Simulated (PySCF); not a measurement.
Cartesian coordinates (Å):
```xyz
3

F     -1.5996    -0.4436     0.0000
In     0.0082     0.6682     0.0000
F      1.6710    -0.3598     0.0000
```
Charge 0, spin multiplicity 2.

### Question
What dipole moment, highest occupied spin orbital and total energy does PBE-D3(BJ)/def2-TZVP // M06-2X/def2-TZVP run with PySCF give?

### Answer

```json
{
 "dipole_moment": "3.10 D",
 "highest_occupied_spin_orbital": "-6.56 eV",
 "total_energy": "-389.7718 Ha"
}
```
